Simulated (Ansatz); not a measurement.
C2H4Si, SMILES `C1C[Si]1` (charge 0, multiplicity 1).

The numbers are results of frozen-core CCSDTQ/6-31g // B3LYP-D3(BJ)/def2-TZVP run with Ansatz (a first-principles code), not measurements.

Ansatz 0.2 input:
```yaml
crystal:
  periodic: [false, false, false]
  atoms:
    - { symbol: C, position_ang: [-0.754184, -0.005017, -0.068052] }
    - { symbol: C, position_ang: [0.747788, -0.109149, 0.048464] }
    - { symbol: Si, position_ang: [0.092927, 1.658739, 0.28457] }
    - { symbol: H, position_ang: [-1.357856, -0.44615, 0.719968] }
    - { symbol: H, position_ang: [-1.200346, -0.151774, -1.047541] }
    - { symbol: H, position_ang: [1.157075, -0.620536, 0.915045] }
    - { symbol: H, position_ang: [1.314595, -0.326112, -0.852453] }
basis:
  gaussian: { orbitals: "6-31g" }
correlation:
  method: ccsdtq
```

Output:

```
Functional definition: HF
914 factors; integrals over basis functions are off by at most 1.6e-7 eV
mean field evaluation 1: about -9980.3843 eV, gradient 2.4e1 eV
mean field evaluation 2: about -9980.3839 eV, gradient 2.4e1 eV
mean field evaluation 4: about -9982.1566 eV, gradient 2.1e0 eV
mean field evaluation 8: about -9982.1785 eV, gradient 9.8e-6 eV
mean field evaluation 16: about -9982.1779 eV, gradient 2.4e-1 eV
mean field -9982.17846805 eV, -366.8382925371 hartree, gradient 1.1e-6 eV, S^2 0.000000; 0 other end points of the search recorded, 0 dependent functions left out
7 core orbitals not correlated
reference -9982.17846805 eV, -366.8382925371 hartree; 8, 8 occupied and 24, 24 virtual orbitals, 914 factors
second order -6.09755133 eV of doubles, -0.00000000 eV of singles
cycle   1  -6.63498363 eV  change   -5.4e-1 eV  update   8.4e-2
cycle   2  -7.11966732 eV  change   -4.8e-1 eV  update   3.7e-2
cycle   3  -7.21231592 eV  change   -9.3e-2 eV  update   1.7e-2
cycle   4  -7.20128839 eV  change    1.1e-2 eV  update   5.4e-3
cycle   5  -7.20485701 eV  change   -3.6e-3 eV  update   2.8e-3
cycle   6  -7.20550213 eV  change   -6.5e-4 eV  update   1.0e-3
cycle   7  -7.20429277 eV  change    1.2e-3 eV  update   5.3e-4
cycle   8  -7.20413999 eV  change    1.5e-4 eV  update   2.4e-4
cycle   9  -7.20435596 eV  change   -2.2e-4 eV  update   1.1e-4
cycle  10  -7.20431398 eV  change    4.2e-5 eV  update   5.1e-5
cycle  11  -7.20431470 eV  change   -7.2e-7 eV  update   2.3e-5
cycle  12  -7.20432905 eV  change   -1.4e-5 eV  update   9.5e-6
cycle  13  -7.20433038 eV  change   -1.3e-6 eV  update   4.6e-6
cycle  14  -7.20433449 eV  change   -4.1e-6 eV  update   2.1e-6
cycle  15  -7.20433503 eV  change   -5.4e-7 eV  update   9.2e-7
Total energy: -9989.38280308 eV, -367.1030469662 hartree
```
